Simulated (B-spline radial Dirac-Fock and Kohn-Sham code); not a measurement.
**Br³⁺ 3d5/2: cross section and angular parameters**

System: the Br³⁺ ion, 1s2 2s2 2p6 3s2 3p6 3d10 4s2 4p2; threshold 118.4 eV (orbital energy of the model). Method: Dirac-Hartree-Slater photoionisation with a Latter tail; cross sections with all multipoles, angular parameters from the dipole term and its interference with E2. Computed with a radial finite-basis atomic code.

The run's input, task.json:

```json
{"items": [{
  "Z": 35,
  "q": 3,
  "cfg": [[1, 0, 2], [2, 0, 2], [2, 1, 6], [3, 0, 2], [3, 1, 6], [3, 2, 10], [4, 0, 2], [4, 1, 2]],
  "A": 79,
  "rrms": 4.1629,
  "do": "xps",
  "hv": [55.1, 60, 75.4, 80, 95.9, 190.0, 365.0, 405.0, 406.0, 464.0, 503.0, 568.0, 644.0, 889.0, 1070.0, 1110.0, 1430.0, 1486.9, 1970.0, 2580.0, 4000, 4660.0, 4810.0, 6000, 7720.0, 8047.8, 9251.7, 10900.0, 12000, 12100.0]
}]}
```

Command: `python xray2_run.py task.json out`

```tsv
hν (eV)	σ (kb)	β	γ	δ
190	3490	0.528	-0.013	0.015
365	1220	1.064	0.043	0.028
405	970	1.109	0.060	0.030
406	964	1.110	0.061	0.030
464	700	1.155	0.087	0.033
503	571	1.176	0.105	0.035
568	417	1.199	0.137	0.038
644	297	1.213	0.173	0.042
889	117	1.207	0.285	0.053
1070	66.6	1.182	0.361	0.061
1110	59.4	1.175	0.377	0.063
1430	26.3	1.114	0.491	0.078
1486.9	23.1	1.103	0.509	0.081
1970	8.90	1.013	0.641	0.105
2580	3.42	0.914	0.766	0.136
4000	0.671	0.748	0.952	0.205
4660	0.373	0.693	1.010	0.236
4810	0.330	0.681	1.022	0.243
6000	0.138	0.606	1.101	0.296
7720	?	?	?	?
8047.8	0.0420	0.512	1.196	0.381
9251.7	0.0236	0.469	1.235	0.428
10900	0.0118	0.421	1.271	0.489
12000	0.00786	0.393	1.286	0.527
12100	0.00759	0.391	1.287	0.531
```

Problem. Give the values at 7720 eV.

Solution. σ = 0.0498 kb, β = 0.525, γ = 1.184, δ = 0.368.
